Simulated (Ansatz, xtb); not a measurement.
## Isomers of C5H7BF2 in order of energy

8 gas-phase structures of C5H7BF2, from a drawn sample of its isomers (lower ones may exist). Each was relaxed with GFN2-xTB; where two conformers were screened, the lower at r2SCAN-D4/def2-SVP is listed:

A. `CC1=CC[C@@H]1B(F)F`, a singlet
B. `C=C(C)C(=C)B(F)F`, a singlet
C. `C=C/C(C)=C\B(F)F`, a singlet
D. `FB(F)[C@@H]1C[C@@H]2C[C@@H]21`, a singlet
E. `FB(F)CC1=CCC1`, a singlet
F. `C/C=C/C=C/B(F)F`, a singlet
G. `C=C/C(C)=C/B(F)F`, a singlet
H. `FB(F)C1=CCCC1`, a singlet

Q: Which do you expect lowest at r2SCAN-D4/def2-SVP, and how would the others follow?

A: Calculated order at r2SCAN-D4/def2-SVP: H (0.0), F (12.9), G (13.2), C (13.6), B (18.5), A (25.2), E (26.4), D (32.1) kcal/mol. Less than 1 kcal/mol parts F and G; G and C, so the order within those pairs means little.

Energies above the lowest of each column, in kcal/mol; the last columns are at B3LYP/def2-SVP geometries and were run for some of them only (a dash: not run or not comparable):

```
structure  GFN2-xTB  HF/STO-3G  r2SCAN-D4/def2-SVP  B3LYP/def2-SVP  CCSD(T)/def2-SVP + ΔMP2/def2-TZVPP
        H       0.0        0.0                 0.0             0.0                                 0.0
        F      23.2       43.6                12.9             7.6                                11.4
        G      23.8       45.5                13.2            11.1                                12.9
        C      24.1       45.8                13.6            11.5                                13.1
        B      29.0       47.9                18.5            15.8                                   –
        A      22.6       33.5                25.2               –                                   –
        E      24.0       33.4                26.4               –                                   –
        D      21.9       32.8                32.1               –                                   –
```

Every level run on H puts it lowest or level with the lowest. Flexible structures stand in one conformer each, not always the lowest. Frequencies (GFN2-xTB) were run for C, F, G, H alone. ΔMP2 is the change of the MP2 energy from the smaller to the larger basis.

Over these structures GFN2-xTB departs from r2SCAN-D4/def2-SVP by 7.1 kcal/mol on average once a common shift is removed. A GFN2-xTB relaxation took about 0.11 s and the r2SCAN-D4/def2-SVP energy about 1.1 s on a shared host (Ansatz 0.2.0, xtb 6.7.1).
